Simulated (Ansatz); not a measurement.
Basis-set extrapolation for `N[SiH](Cl)CCl` (PBE0-D4/def2-TZVP geometry, frozen core, Ansatz 0.2.0). Multiplicity 1, RHF reference.

```json
{"": "HF", "def2-TZVPP": "-1303.336343", "def2-QZVPP": "-1303.375710"}
{"": "MP2 correlation", "def2-TZVPP": "-0.885889", "def2-QZVPP": "-0.962013"}
{"": "CCSD(T) correlation", "def2-TZVPP": "-0.982584", "def2-QZVPP": "not run"}
```

Energies in hartree. Use E(X) = E(∞) + A·exp(−7.88·√X) for Hartree–Fock and E(X) = E(∞) + B·X^(−2.97) for correlation, with X = 3 and 4, and add CCSD(T) minus MP2 of the smaller set to the MP2 limit.

What is the CCSD(T) energy at the basis-set limit?

HF limit: -1303.375710 + (-0.039367) × 0.13774 = -1303.38113. MP2 limit: -0.962013 + (-0.076124) × 0.74074 = -1.01840. Higher-order term: -0.982584 − (-0.885889) = -0.09669. Total: -1304.49622 hartree, 465.5 kJ/mol below CCSD(T)/def2-TZVPP.
